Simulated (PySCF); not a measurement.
1,2,4-triazole (C2H3N3), SMILES c1n[nH]cn1.

Geometry optimised at PBE-D3(BJ)/def2-SVP.

Method: PBE-D3(BJ)/def2-SVP (PySCF).

Frequencies are harmonic and unscaled.

| mode | ν (cm⁻¹) | IR (km/mol) | moving atoms (share of kinetic energy) |
|---|---|---|---|
| 1 | 594 | 54.4 | N 47 %, H 47 % |
| 2 | 672 | 1.4 | H 51 %, N 30 %, C 19 % |
| 3 | 691 | 47.8 | N 45 %, H 33 %, C 23 % |
| 4 | 805 | 15.8 | H 67 %, C 29 % |
| 5 | 867 | 7.2 | H 69 %, C 29 % |
| 6 | 931 | 8.2 | N 62 %, C 26 %, H 12 % |
| 7 | 969 | 18.1 | N 70 %, C 20 %, H 10 % |
| 8 | 1069 | 38.1 | H 54 %, N 40 % |
| 9 | 1118 | 17.7 | H 55 %, C 25 %, N 20 % |
| 10 | 1178 | 3.9 | N 44 %, C 29 %, H 28 % |
| 11 | 1233 | 2.3 | H 60 %, N 22 %, C 17 % |
| 12 | 1302 | 13.2 | N 56 %, C 25 %, H 19 % |
| 13 | 1368 | 17.6 | C 54 %, N 32 %, H 14 % |
| 14 | 1424 | 10.1 | N 39 %, H 31 %, C 30 % |
| 15 | 1510 | 23.7 | C 50 %, N 30 %, H 20 % |
| 16 | 3181 | 1.8 | H 91 %, C 9 % |
| 17 | 3185 | 1.5 | H 91 %, C 9 % |
| 18 | 3547 | 64.6 | H 93 % |
